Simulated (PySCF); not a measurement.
**A survey of ²⁹Si NMR shifts**

Theoretical values (PySCF): shieldings: GIAO PBE0/pcSseg-1, geometry: GFN2-xTB. One averaged value for each set of equivalent atoms, single conformer, gas phase, relativity neglected.

Shieldings were converted by a linear fit to measured shifts: ²⁹Si (scatter 8.9 ppm rms, 25.8 ppm with the 6 outliers that the fit left out vs TMS, solution or neat liquid). Occasional misses reach two or three times the rms, and more in compound classes unlike the fitted ones.

Question: Give the ²⁹Si shifts of `[SiH3]N([SiH3])[SiH2]C#CC1CC1`, `C#C[Si@@H](C=C)C(=C)O[SiH3]`, `[SiH3]/C=C\[SiH2]c1ccco1`, `N#C[C@H]1C[C@@H]([SiH2][SiH2][SiH3])C1`.

Answer: 
```json
{"compound": "[SiH3:1][N:2]([SiH3:3])[SiH2:4][C:5]#[C:6][CH:7]1[CH2:8][CH2:9]1", "environment": "Si1/3: silicon bonded to N, 3 H (×2)", "δ (ppm)": "-46.4"}
{"compound": "[SiH3:1][N:2]([SiH3:3])[SiH2:4][C:5]#[C:6][CH:7]1[CH2:8][CH2:9]1", "environment": "Si4: silicon bonded to C, N, 2 H", "δ (ppm)": "-50.3"}
{"compound": "[CH:1]#[C:2][Si@@H:3]([CH:4]=[CH2:5])[C:6](=[CH2:7])[O:8][SiH3:9]", "environment": "Si9: silicon bonded to O, 3 H", "δ (ppm)": "-44.3"}
{"compound": "[CH:1]#[C:2][Si@@H:3]([CH:4]=[CH2:5])[C:6](=[CH2:7])[O:8][SiH3:9]", "environment": "Si3: silicon bonded to 3 C, H", "δ (ppm)": "-55.0"}
{"compound": "[SiH3:1]/[CH:2]=[CH:3]\\[SiH2:4][c:5]1[cH:6][cH:7][cH:8][o:9]1", "environment": "Si4: silicon bonded to 2 C, 2 H", "δ (ppm)": "-65.5"}
{"compound": "[SiH3:1]/[CH:2]=[CH:3]\\[SiH2:4][c:5]1[cH:6][cH:7][cH:8][o:9]1", "environment": "Si1: silicon bonded to C, 3 H", "δ (ppm)": "-78.3"}
{"compound": "[N:1]#[C:2][C@H:3]1[CH2:4][C@@H:5]([SiH2:6][SiH2:7][SiH3:8])[CH2:9]1", "environment": "Si6: silicon bonded to C, Si, 2 H", "δ (ppm)": "-56.1"}
{"compound": "[N:1]#[C:2][C@H:3]1[CH2:4][C@@H:5]([SiH2:6][SiH2:7][SiH3:8])[CH2:9]1", "environment": "Si8: silicon bonded to Si, 3 H", "δ (ppm)": "-103.1"}
{"compound": "[N:1]#[C:2][C@H:3]1[CH2:4][C@@H:5]([SiH2:6][SiH2:7][SiH3:8])[CH2:9]1", "environment": "Si7: silicon bonded to 2 Si, 2 H", "δ (ppm)": "-117.6"}
```
